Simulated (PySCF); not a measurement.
sulfur trioxide (O₃S), SMILES O=S(=O)=O.

Geometry optimised at B3LYP-D3(BJ)/def2-TZVP.

Two levels are set side by side: TDDFT-PBE/def2-SVPD (PySCF) and TDDFT-M06-2X/def2-SVPD (PySCF). Vertical, same geometry. The lowest singlet is HOMO→LUMO 100 % with PBE and HOMO→LUMO 99 % with the other functional; states are paired by order. Differences are taken from unrounded values.

| quantity | TDDFT-PBE |
|---|---|
| lowest singlet excitation (eV) | 4.83 |
| lowest triplet excitation (TDA) (eV) | 4.39 |
| first bright state (f over 0.05) (eV) | 7.93 |
| its oscillator strength | 0.13 |

Q: These are the TDDFT-PBE values. What does TDDFT-M06-2X give? (An estimate is asked for; the answer gives what the named calculation found.)

A: 
```
quantity                               TDDFT-M06-2X  TDDFT-PBE minus TDDFT-M06-2X
-------------------------------------  ------------  ----------------------------
lowest singlet excitation (eV)                 5.15                         -0.32
lowest triplet excitation (TDA) (eV)           4.87                         -0.49
first bright state (f over 0.05) (eV)          8.68                         -0.76
its oscillator strength                        0.17                         -0.03
```

Functionals without exact exchange tend to place singlet excitations lower, as here. Differences between two approximate levels are no errors against the true value.

Rough cost on one machine, each run with all the roots and properties that it gave: TDDFT-M06-2X against TDDFT-PBE about 10 times.
